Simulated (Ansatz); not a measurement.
```xyz
13

C     1.0370   -0.7951    0.5753
C     0.5773    0.3253   -0.3382
C    -0.4467   -0.1562   -1.3485
O     0.0941    1.4233    0.3990
Zn   -1.3179    1.2912    1.4486
F    -2.6933    1.2989    2.5164
H     1.5020   -1.6090    0.0131
H     0.1814   -1.2173    1.1193
H     1.7574   -0.4214    1.3052
H     1.4516    0.7034   -0.8870
H    -1.3242   -0.5693   -0.8332
H    -0.0417   -0.9438   -1.9892
H    -0.7771    0.6699   -1.9807
```

Total charge 0; spin multiplicity 1.

Q: List the B3LYP/def2-TZVPP orbital energies in eV (the Gaussian-basis code of Ansatz). (Estimate.)

A: Computed: Occupied: -9450.59, -1149.75, -1013.16, -1013.15, -1013.03, -670.10, -520.27, -278.34, -276.78, -276.78, -132.48, -88.76, -88.73, -88.58, -30.24, -27.06, -21.13, -19.13, -16.43, -14.92, -14.85, -14.78, -14.71, -14.71, -13.09, -12.40, -11.98, -10.98, -10.91, -10.88, -10.13, -10.10, -9.96, -9.95, -8.04, -7.57. Lowest empty: -1.53, -0.24, -0.02, 1.05, 2.13, 2.14, 2.34, 2.57.

B3LYP here is the variant with VWN-RPA as its local correlation; programs differ in this.
